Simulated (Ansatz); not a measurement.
Relaxation of AlFH₆N₂ (10 atoms, charge 0, multiplicity 1), to a largest force component of 0.03 eV/Å in at most 50 steps.

Level of theory: RKS BLYP-D4/def2-SVP in Ansatz.

```xyz
10
Properties=species:S:1:pos:R:3
Al 0.072 0.125 0.123
N 0.147 0.031 2.003
H -0.685 0.222 2.571
H 0.983 0.282 2.540
N 1.610 0.332 -0.757
H 2.541 0.254 -0.330
H 1.696 0.339 -1.777
H -1.346 0.181 -0.575
F 0.101 -2.691 0.745
H 0.137 -2.160 1.520
```

**Question.** Where does it end, and by what steps?

**Answer.** The forces met the threshold. After 17 steps the energy has fallen by 1.967 eV; H10 moved furthest, 1.37 Å. Parted: F9–H10 (0.94 → 2.66 Å). Joined: Al1–F9 (2.88 → 1.71 Å), N2–H10 (2.24 → 1.03 Å).

| step | energy less start (eV) | largest force component (eV/Å) | accepted |
| --- | --- | --- | --- |
| 0 | 0.0000 | 1.164 | yes |
| 1 | -0.2091 | 0.789 | yes |
| 2 | -0.3988 | 0.480 | yes |
| 3 | -0.5895 | 0.895 | yes |
| 4 | -0.8626 | 1.491 | yes |
| 5 | -1.2982 | 1.550 | yes |
| 6 | -1.6604 | 1.058 | yes |
| 7 | -1.7585 | 2.302 | yes |
| 8 | -1.8463 | 1.712 | yes |
| 9 | -1.6706 | 2.357 | no |
| 10 | -1.9248 | 0.684 | yes |
| 11 | -1.9459 | 0.231 | yes |
| 12 | -1.9567 | 0.270 | yes |
| 13 | -1.9621 | 0.155 | yes |
| 14 | -1.9654 | 0.085 | yes |
| 15 | -1.9663 | 0.044 | yes |
| 16 | -1.9664 | 0.046 | yes |
| 17 | -1.9666 | 0.014 | yes |

```xyz
10
Properties=species:S:1:pos:R:3
Al 0.085 -0.635 -0.067
N 0.115 -0.296 1.985
H -0.690 0.227 2.359
H 0.970 0.249 2.177
N 1.615 0.225 -0.548
H 2.504 -0.280 -0.634
H 1.600 0.951 -1.273
H -1.313 -0.005 -0.517
F 0.191 -2.332 0.089
H 0.179 -1.191 2.493
```

Time of the run: 27 s on 2 threads of Arm Neoverse V2, with other jobs on the host, peak memory 0.13 GiB.
